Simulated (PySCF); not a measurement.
Spinor energies of Nd³⁺ (neodymium, charge +3)

Start: [Xe] 4f3; 4f5/2 filled at m_j = +1/2, +3/2, +5/2. Calculated with PySCF 2.14 in x2c-SVPall-2c: generalised Hartree-Fock with the X2C-1e Hamiltonian and a Gaussian nucleus; one run each with spin-orbit coupling (SO) switched off, then screened by Boettger's factors.

| spinor shell | electrons | ε, spin-free (eV) | ε, screened SO (eV) | weight of nominal j (screened SO) | rms radius, screened SO (bohr) |
| --- | --- | --- | --- | --- | --- |
| 1s1/2 | 2 | -43811.9 | -43805.3 | 1.000 | 0.0270 |
| 2s1/2 | 2 | -7226.1 | -7224.0 | 1.000 | 0.109 |
| 2p1/2 | 2 | -6456.8 | -6821.6 | 1.000 | 0.0938 |
| 2p3/2 | 4 | -6456.8 | -6297.3 | 1.000 | 0.0998 |
| 3s1/2 | 2 | -1640.6 | -1639.9 | 1.000 | 0.283 |
| 3p1/2 | 2 | -1392.7 | -1467.3 | 1.000 | 0.275 |
| 3p3/2 | 4 | -1392.7 | -1359.5 | 1.000 | 0.288 |
| 3d3/2 | 4 | -1048.0 | -1061.9 | 0.998 | 0.260 |
| 3d5/2 | 6 | -1048.0 | -1038.1 | 0.999 | 0.263 |
| 4s1/2 | 2 | -372.20 | -371.96 | 1.000 | 0.644 |
| 4p1/2 | 2 | -288.01 | -305.45 | 0.988 | 0.665 |
| 4p3/2 | 4 | -288.01 | -280.10 | 0.994 | 0.692 |
| 4d3/2 | 4 | -164.85 | -170.46 | 0.833 | 0.755 |
| 4d5/2 | 6 | -164.85 | -160.87 | 0.888 | 0.762 |
| 5s1/2 | 2 | -77.819 | -77.772 | 1.000 | 1.55 |
| 5p1/2 | 2 | -53.957 | -56.853 | 0.958 | 1.71 |
| 5p3/2 | 4 | -53.957 | -52.641 | 0.979 | 1.79 |
| 4f5/2 | 3 | -42.863 | -42.899 | 0.802 | 1.04 |

```csv
quantity,spin-free,screened SO
E (hartree),-9615.90450,-9620.69968
M_J,9/2,9/2
⟨J²⟩,27.753,26.819
⟨L²⟩,42.002,41.730
⟨S²⟩,3.751,3.720
```

The determinant has a definite M_J but mixes levels of different J.

Each row is a mean over spinors that exchange with the open shell spreads, by up to 10.512 eV (4d3/2).

Rows whose weight is well below 1 are mixtures of j = l ± 1/2: exchange outweighs spin-orbit coupling there, and the label is only the starting occupation.

Breit and QED terms are absent; they matter most for the inner s and p1/2 levels.

Densities and radii are taken from the X2C orbitals without a picture-change correction, which distorts them close to the nucleus.

Without spin-orbit coupling the j labels of p, d and f shells carry no meaning; the spin-free column gives the mean over the occupied spinors of each nl shell, and its ⟨J²⟩ belongs to a mixture of degenerate components.
